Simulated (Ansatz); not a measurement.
Ansatz (a quantum-chemistry and plane-wave program) input (PBE-QIDH/def2-TZVPD):

Ansatz 0.2 input:
```yaml
crystal:
  periodic: [false, false, false]
  atoms:
    - {symbol: C, position_ang: [-1.47930400, -0.14178449, -0.19580731]}
    - {symbol: Si, position_ang: [0.37161002, -0.40586404, 0.04480304]}
    - {symbol: O, position_ang: [0.95198315, 1.14439921, 0.13646901]}
    - {symbol: H, position_ang: [-1.94720741, -1.12692989, -0.26708043]}
    - {symbol: H, position_ang: [-1.67520821, 0.41265772, -1.11245021]}
    - {symbol: H, position_ang: [-1.90678403, 0.39515497, 0.64975504]}
    - {symbol: H, position_ang: [0.95096109, -1.13972098, -1.10686008]}
    - {symbol: H, position_ang: [0.63565715, -1.16355199, 1.29248478]}
basis:
  gaussian:
    orbitals: def2-TZVPD
hamiltonian:
  xc: {name: PBE-QIDH}
magnetization: {spin_polarized: true, initial_magnetization: 1}
correlation: {electrons: outside_noble_gas}
```

Output:

```
Functional definition: PBE-QIDH
integrals: 0.17 GiB planned
1115 factors; integrals over basis functions are off by at most 9.2e-4 eV
0.29 GiB of the device are held for the grids
0.90 GiB of device memory are held for the factors and their scratch space
mean field: 1.09 GiB planned
mean field evaluation 1: about -11019.3594 eV, gradient 4.0e1 eV
mean field evaluation 2: about -11019.3986 eV, gradient 4.0e1 eV
mean field evaluation 4: about -11028.0543 eV, gradient 6.8e0 eV
mean field evaluation 8: about -11028.8561 eV, gradient 4.4e-1 eV
mean field evaluation 16: about -11028.8597 eV, gradient 4.3e-4 eV
mean field evaluation 32: about -11028.9800 eV, gradient 7.2e-2 eV
mean field -11028.98467876 eV, -405.3077112303 hartree, gradient 7.0e-7 eV, S^2 0.756255; 4 other end points of the search recorded, 0 dependent functions left out
7 core orbitals not correlated
reference -11028.98469352 eV, -405.3077117724 hartree; 10, 9 occupied and 148, 149 virtual orbitals, 1115 factors
second order -14.69506881 eV of doubles, -0.00000000 eV of singles
Total energy: -11033.88304979 eV, -405.4877230451 hartree
```

It need not be the lowest isomer of its formula.
